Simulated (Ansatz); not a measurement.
C$_{2}$H$_{9}$AsIn, doublet, geometry from GFN2-xTB (such geometries of metal compounds can be far from the true shape) (the spin is typed, not shown lowest) (all electrons, no relativity). Base run: HF/3-21G (Ansatz, a quantum-chemistry and plane-wave program).

Input for Ansatz:
Ansatz 0.2 input:
```yaml
crystal:
  periodic: [false, false, false]
  atoms:
    - {symbol: In, position_ang: [0.46581506, 0.63236761, 0.83416397]}
    - {symbol: C, position_ang: [1.43220588, 1.90914801, -0.92699419]}
    - {symbol: H, position_ang: [2.51175934, 1.80016603, -0.99892058]}
    - {symbol: H, position_ang: [1.17388430, 2.95382825, -0.76637615]}
    - {symbol: H, position_ang: [0.95987535, 1.54818635, -1.84037119]}
    - {symbol: C, position_ang: [-1.79581228, 1.06260652, 1.43740412]}
    - {symbol: H, position_ang: [-2.38062118, 0.16573764, 1.23697312]}
    - {symbol: H, position_ang: [-2.11942563, 1.86871400, 0.78172941]}
    - {symbol: H, position_ang: [-1.91442426, 1.35899453, 2.47684853]}
    - {symbol: As, position_ang: [-0.55511001, -1.55873258, -1.24888177]}
    - {symbol: H, position_ang: [-0.59948002, -2.48042141, -0.06744142]}
    - {symbol: H, position_ang: [0.90486330, -1.85622007, -1.40340809]}
    - {symbol: H, position_ang: [-0.86110018, -2.73734990, -2.14242889]}
basis:
  gaussian:
    orbitals: 3-21G.json
hamiltonian:
  xc: hf
magnetization: {spin_polarized: true, initial_magnetization: 1}
```
The basis file holds 3-21G in the JSON format of the Basis Set Exchange.

Each row names what was changed in the base input (with any setting that the change needs).

```csv
change,basis functions,E (Eh)
base,92,-8018.98508
basis = jorge-DZP-DKH; relativity = spin-free X2C,166,-8213.03209
basis = jorge-DZP-DKH; relativity = none,166,-7988.74445
basis = ANO-RCC-VDZP; relativity = spin-free X2C; nucleus = Gaussian,143,-8218.02752
basis = jorge-DZP-DKH; relativity = spin-free X2C; nucleus = Gaussian,166,-8212.89340
basis = ANO-RCC-VDZP; relativity = spin-free X2C,143,-8218.18934
basis = x2c-SVPall; relativity = spin-free X2C; nucleus = Gaussian,141,-8217.11389
basis = x2c-SVPall; relativity = spin-free X2C,141,-8217.23610
basis = x2c-SVPall; relativity = none,141,-7926.33103
basis = ANO-RCC-VDZP; relativity = none,143,-7887.44237
```

Totals shift with the method and basis; they matter in differences.

Ansatz warned in this series: the basis is contracted for relativity, which the run leaves out.

Basis sets contracted for a relativistic Hamiltonian are a mismatch without it, so the rows without relativity aren't non-relativistic limits. No row has spin-orbit coupling; sets with core potentials leave out the core electrons.
